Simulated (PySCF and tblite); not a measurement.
Values are calculated unless marked as measured or tabulated.
# Dynamics report: rearrangement

System: C₆H₁₀OSi, numbered as in [CH3:1][O:2][C:3]1=[CH:4][C@@H:5]([SiH3:6])[CH:7]=[CH:8]1.

Motion: shift of H on C5 from C5 to C7. Level: PBE0/pcSseg-1 + D3(BJ) on B3LYP-D3(BJ)/def2-SVP stationary points, with GFN2-xTB thermal terms. Rates follow Eyring's equation with the number of equivalent paths and no tunnelling. (PySCF 2.14 with density fitting, tblite 0.8.)

```csv
point,symmetry,E(GFN2) kcal/mol,E(DFT) kcal/mol,ZPE change kcal/mol,lowest mode cm⁻¹,dipole D
start,C1,0.0,0.0,0.00,75,1.14
saddle,C1,29.4,28.9,-2.79,1162i,0.98
end,Cs,2.6,4.6,-0.30,46,1.11
```

```
Electronic barrier                                      : 28.9 kcal/mol
Barrier with zero-point energy                          : 26.2 kcal/mol
ΔH‡ (298 K)                                             : 26.1 kcal/mol
ΔS‡ (298 K, symmetry apart)                             : 0.2 cal/(mol K)
Paths                                                   : 1 equivalent path
End point                                               : a different minimum
Mean lifetime of the start against this motion at 298 K : 24 days
Cost                                                    : 7.5 min on 1 thread of Arm Neoverse V1, on a host shared with other jobs (rough), peak memory 0.88 GiB, launched as `OMP_NUM_THREADS=1 python ens_run.py task.json out`
```

```
T/K  ΔG‡ kcal/mol     k s⁻¹  ΔG kcal/mol  k back s⁻¹
298          26.1  4.8×10⁻⁷          4.0     0.00082
350          26.1   0.00038          3.9        0.22
400          26.1     0.047          3.9          12
500          26.1        40          3.8        3460
```

ΔG and ΔG‡ leave out symmetry numbers and mirror images; rates count paths: 1 out, 2 back.

Tunnelling of the moving H, left out here, will speed the real process.
